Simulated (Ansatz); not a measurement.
Several settings on one geometry of TiClF3 (that of the charge 0 singlet, PBE-D4/def2-SVP). Ansatz on 4 threads of Arm Neoverse V2 on a shared host; times are rough.

Cartesian coordinates in Å:
```
Ti -0.0004 0.0006 -0.0824
Cl 0.0098 -0.0175 2.1082
F 1.6322 0.0097 -0.6829
F -0.8241 1.4198 -0.6597
F -0.8175 -1.4127 -0.6831
```

Totals from different functionals, basis sets or treatments of relativity can't be compared as stabilities.

The 6-31G sets use Cartesian d functions. B3LYP takes the VWN-RPA correlation.

The spins typed aren't always the lowest for that charge.

**Question.** Give the basis size and estimate the energy, ⟨S²⟩ and time of these runs.

| run | method | charge | state | further keys |
| --- | --- | --- | --- | --- |
| 1 | UKS revPBE0/def2-TZVPP | 1 | doublet | scf: {omitted_lower_state_checks: [starts]} |
| 2 | RKS r2SCAN0-D4/6-31G | 0 | singlet | fitting: {mean_field: def2-universal-jkfit}; accuracy: high; scf: {lower_state_search: off} |
| 3 | UKS B3LYP/aug-cc-pVDZ | -1 | doublet | forces asked |

**Answer.** 
```tsv
run	functions	energy (Eh)	⟨S²⟩	wall time
1	199	-1608.8394	0.76	50 s
2	69	-1609.0853	–	2.4 s
3	155	-1609.6394	0.75	82 s
```
